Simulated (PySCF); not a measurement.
C5H7BFN.
Geometry (PBE0-D3(BJ)/def2-SVP, Å), atoms numbered from 1 in this order:
```
atom  x, y, z in Å
F1     2.4073   -1.6003   -0.6637
B2     2.2038   -0.2293   -0.5140
N3     0.6250   -0.0677   -0.1497
C4    -0.1391   -1.1499    0.0220
C5    -1.4868   -1.0409    0.3460
C6    -2.0447    0.2247    0.4900
C7    -1.2327    1.3450    0.3040
C8     0.1007    1.1565   -0.0170
H9     2.3363    0.4182   -1.5514
H10    2.7828    0.2618    0.4548
H11    0.3807   -2.1002   -0.1127
H12   -2.0833   -1.9446    0.4804
H13   -3.1007    0.3418    0.7434
H14   -1.6271    2.3572    0.4042
H15    0.7947    1.9847   -0.1789
```

All values: wB97X-D/def2-SVPD (PySCF, non-relativistic), on one gas-phase PBE0-D3(BJ)/def2-SVP geometry that isn't relaxed in the solvent. The solvent is an IEF-PCM continuum (cavity from Bondi-type radii × 1.2), and excitations are vertical TDDFT with non-equilibrium linear response and a frozen core. Only the electrostatic response of the medium enters.

Gas-phase singlets (H = HOMO, L = LUMO):

| state | E (eV) | λ (nm) | f | leading configuration |
| --- | --- | --- | --- | --- |
| S1 | 4.800 | 258 | 0.104 | H→L 97% |
| S2 | 5.229 | 237 | 0.013 | H→L+1 61% |
| S3 | 5.940 | 209 | 0.130 | H-1→L 53% |
| S4 | 6.097 | 203 | 0.008 | H-2→L 91% |
| S5 | 6.614 | 187 | 0.039 | H-1→L+1 64% |

Task: How does the list change in dimethylsulfoxide (ε = 46.83)?

Result: 
| state | E (eV) | λ (nm) | f | leading configuration | change by rank (eV) |
| --- | --- | --- | --- | --- | --- |
| S1 | 5.398 | 230 | 0.082 | H-1→L 55% | +0.598 |
| S2 | 5.633 | 220 | 0.135 | H→L 70% | +0.404 |
| S3 | 6.522 | 190 | 0.288 | H→L+1 68% | +0.582 |
| S4 | 6.623 | 187 | 0.016 | H-2→L 78% | +0.526 |
| S5 | 6.643 | 187 | 0.091 | H-1→L+1 59% | +0.029 |

Task: How do the frontier levels move from gas to dimethylsulfoxide?

Result: 
```tsv
orbital	gas (eV)	solvent (eV)	change (eV)	Löwdin shares, gas	Löwdin shares, solvent
LUMO+2	1.90	2.17	+0.27	C6 19 %, C7 16 %, C5 13 %, H13 12 %	B2 53 %, F1 6 %, C7 6 %, C5 5 %
LUMO+1	0.32	0.78	+0.46	C7 20 %, C4 19 %, C5 18 %, C8 17 %	C7 20 %, C5 18 %, C4 18 %, C8 17 %
LUMO	-0.36	0.06	+0.42	C6 24 %, N3 21 %, C8 12 %, C5 11 %	C6 24 %, N3 21 %, C8 13 %, C4 12 %
HOMO	-9.01	-9.49	-0.48	B2 30 %, H10 19 %, H9 18 %, F1 18 %	B2 26 %, H10 17 %, H9 17 %, F1 14 %
HOMO-1	-10.50	-10.05	+0.45	C4 21 %, C7 21 %, C8 20 %, C5 19 %	C4 22 %, C7 21 %, C8 18 %, C5 16 %
HOMO-2	-10.83	-11.21	-0.38	F1 29 %, B2 23 %, N3 16 %, H9 12 %	B2 22 %, F1 21 %, N3 20 %, H9 11 %
HOMO-3	-11.52	-11.22	+0.30	C6 26 %, N3 19 %, C5 15 %, C7 13 %	C6 25 %, N3 15 %, C5 15 %, C7 13 %
```

The HOMO–LUMO gap goes from 8.65 to 9.55 eV. Rows go by rank; for HOMO-3, HOMO-2, HOMO-1 and LUMO+2 the atom shares or the degeneracy differ between the runs, so the row needn't follow one orbital. Shares within a degenerate set are those of one arbitrary member.
